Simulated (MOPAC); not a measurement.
Input for MOPAC: PM3 on stibine (SMILES [SbH3]).

```
PM3 1SCF PRECISE CHARGE=0 THREADS=1
H3Sb

Sb     0.22394888 1     0.32125395 1    -0.13390027 1
H      0.59055616 1    -0.92334056 1    -1.25541558 1
H     -1.02003560 1    -0.62812732 1     0.56695652 1
H      1.37319886 1    -0.29508383 1     0.97941779 1
```

Output:

```
*******************************************************************************
 **                                                                           **
 **                              MOPAC v23.2.5                                **
 **                                                                           **
 *******************************************************************************
 ** MOPAC's Digital Object Identifier: https://doi.org/10.5281/zenodo.6511958 **
 **                                                                           **
 ** Please cite the open-source release paper for use of this MOPAC version:  **
 ** J. E. Moussa and J. J. P. Stewart (2026)                                  **
 ** MOPAC: An open-source semiempirical molecular orbital program             **
 ** J. Open Source Softw., 11(119), 8025, https://doi.org/10.21105/joss.08025 **
 *******************************************************************************

                              PM3 CALCULATION RESULTS

 *******************************************************************************
 *  PM3        - The PM3 Hamiltonian to be used
 *
 *
 *
 *                 CHARGE ON SYSTEM = 0
 *
 *
 *
 *  PRECISE    - TIGHTER CRITERIA TO BE USED
 *  1SCF       - DO 1 SCF AND THEN STOP
 *  THREADS=1  - MULTI-THREADING NOT USED
 *  T=         - A TIME OF 172800.0 SECONDS REQUESTED
 *  DUMP=N     - RESTART FILE WRITTEN EVERY 7200.0 SECONDS REQUESTED
 *******************************************************************************
PM3 1SCF PRECISE CHARGE=0 THREADS=1
 H3Sb

   ATOM   CHEMICAL          X               Y               Z
  NUMBER   SYMBOL      (ANGSTROMS)     (ANGSTROMS)     (ANGSTROMS)

     1      Sb          0.22394888  *   0.32125395  *  -0.13390027  *
     2       H          0.59055616  *  -0.92334056  *  -1.25541558  *
     3       H         -1.02003560  *  -0.62812732  *   0.56695652  *
     4       H          1.37319886  *  -0.29508383  *   0.97941779  *



          CARTESIAN COORDINATES

    NO.       ATOM           X           Y           Z

     1        Sb          0.2239      0.3213     -0.1339
     2         H          0.5906     -0.9233     -1.2554
     3         H         -1.0200     -0.6281      0.5670
     4         H          1.3732     -0.2951      0.9794

  H: (PM3): J. J. P. STEWART, J. COMP. CHEM. 10, 209 (1989).
 Sb: (PM3): J. J. P. STEWART, J. COMP. CHEM. 12, 320-341 (1991).

           Empirical Formula: H3 Sb  =     4 atoms



      MOLECULAR POINT GROUP   :   C3v


      RHF CALCULATION, NO. OF DOUBLY OCCUPIED LEVELS = 4


 -------------------------------------------------------------------------------
 PM3 1SCF PRECISE CHARGE=0 THREADS=1
 H3Sb



     1SCF WAS SPECIFIED, SO BFGS WAS NOT USED
     SCF FIELD WAS ACHIEVED


                              PM3 CALCULATION
                                                       MOPAC v23.2.5 Linux




          FINAL HEAT OF FORMATION =         58.26976 KCAL/MOL =     243.80067 KJ/MOL


          COSMO AREA              =         84.10 SQUARE ANGSTROMS
          COSMO VOLUME            =         71.09 CUBIC ANGSTROMS

          IONIZATION POTENTIAL    =         10.770858 EV
          HOMO LUMO ENERGIES (EV) =        -10.771  0.185
          NO. OF FILLED LEVELS    =          4
          MOLECULAR WEIGHT        =        124.7737         POINT GROUP:  C3v

          MOLECULAR DIMENSIONS (Angstroms)

            Atom       Atom       Distance
            H     4    H     3     2.45125
            H     3    H     2     2.12127
           Sb     1    H     2     0.96905


          SCF CALCULATIONS        =          1





   ATOM   CHEMICAL          X               Y               Z
  NUMBER   SYMBOL      (ANGSTROMS)     (ANGSTROMS)     (ANGSTROMS)

     1      Sb          0.22394888  *   0.32125395  *  -0.13390027  *
     2       H          0.59055616  *  -0.92334056  *  -1.25541558  *
     3       H         -1.02003560  *  -0.62812732  *   0.56695652  *
     4       H          1.37319886  *  -0.29508383  *   0.97941779  *

                             CARTESIAN COORDINATES

   1   Sb        0.223948880     0.321253950    -0.133900270
   2    H        0.590556160    -0.923340560    -1.255415580
   3    H       -1.020035600    -0.628127320     0.566956520
   4    H        1.373198860    -0.295083830     0.979417790


           Empirical Formula: H3 Sb  =     4 atoms



      MOLECULAR POINT GROUP   :   C3v


                  EIGENVALUES
 -37.74645 -11.80053 -11.79637 -10.77086   0.18528   0.20248   0.20457


              NET ATOMIC CHARGES AND DIPOLE CONTRIBUTIONS

  ATOM NO.   TYPE          CHARGE      No. of ELECS.   s-Pop       p-Pop
    1         Sb           0.338151        4.6618     1.91720     2.74465
    2          H          -0.112719        1.1127     1.11272
    3          H          -0.112716        1.1127     1.11272
    4          H          -0.112716        1.1127     1.11272
 DIPOLE           X         Y         Z       TOTAL
 POINT-CHG.    -0.147     1.522    -0.375     1.574
 HYBRID         0.191    -1.980     0.489     2.048
 SUM            0.044    -0.458     0.114     0.474


          ATOMIC ORBITAL ELECTRON POPULATIONS

     Atom    s        px        py        pz
    1 Sb   1.91720   0.86719   1.00291   0.87454
    2  H   1.11272
    3  H   1.11272
    4  H   1.11272

 **********************
 *                    *
 * JOB ENDED NORMALLY *
 *                    *
 **********************




 == MOPAC DONE ==
```

The run finished.

Cost: around 0.020 core-seconds (rough).
